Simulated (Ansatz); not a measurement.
Ansatz (a quantum-chemistry and plane-wave program) input file for Si(F)4(OH2) (F4H2OSi), SMILES O->[Si](F)(F)(F)F (connectivity only; charge and spin as stated), neutral, multiplicity 1, PBE0/def2-TZVPD. Geometry: PBE0-D3(BJ)/def2-SVP. Other conformers were not sampled.

Ansatz 0.2 input:
```yaml
crystal:
  periodic: [false, false, false]
  atoms:
    - {symbol: Si, position_ang: [-0.26381590, 0.01150432, 0.00000000]}
    - {symbol: F, position_ang: [-0.10874603, 1.60041748, 0.00000006]}
    - {symbol: F, position_ang: [0.09014138, -0.75466113, 1.37245848]}
    - {symbol: F, position_ang: [0.09014140, -0.75466103, -1.37245854]}
    - {symbol: F, position_ang: [-1.86418675, -0.14531117, -0.00000001]}
    - {symbol: O, position_ang: [1.91595726, 0.12733750, 0.00000001]}
    - {symbol: H, position_ang: [2.24980721, -0.34590895, 0.77352209]}
    - {symbol: H, position_ang: [2.24980722, -0.34590889, -0.77352210]}
basis:
  gaussian:
    orbitals: def2-TZVPD
hamiltonian:
  xc: {name: PBE0}
```

Output:

```
WARN ansatz: RAYON_NUM_THREADS=2 ignored (pool sized by the plan → 2); use --threads N
Functional definition: PBE0
integrals: 0.23 GiB planned
1370 factors; their error is unknown
mean field: 1.84 GiB planned
mean field evaluation 1: about -20815.4428 eV, gradient 7.3e1 eV
mean field evaluation 2: about -20808.3508 eV, gradient 1.0e2 eV
mean field evaluation 4: about -20822.6350 eV, gradient 2.4e0 eV
mean field evaluation 8: about -20822.6844 eV, gradient 2.8e-2 eV
mean field evaluation 16: about -20822.6844 eV, gradient 5.6e-5 eV
mean field -20822.68442741 eV, -765.2195385849 hartree, gradient 5.6e-5 eV, S^2 0.000000; 0 other end points of the search recorded, 0 dependent functions left out
reference -20822.68447901 eV, -765.2195404811 hartree; 30, 30 occupied and 231, 231 virtual orbitals, 1370 factors
Total energy: -20822.68447901 eV, -765.2195404811 hartree
```

The calculation finished and met its thresholds.

Cost: roughly 8 core-seconds.
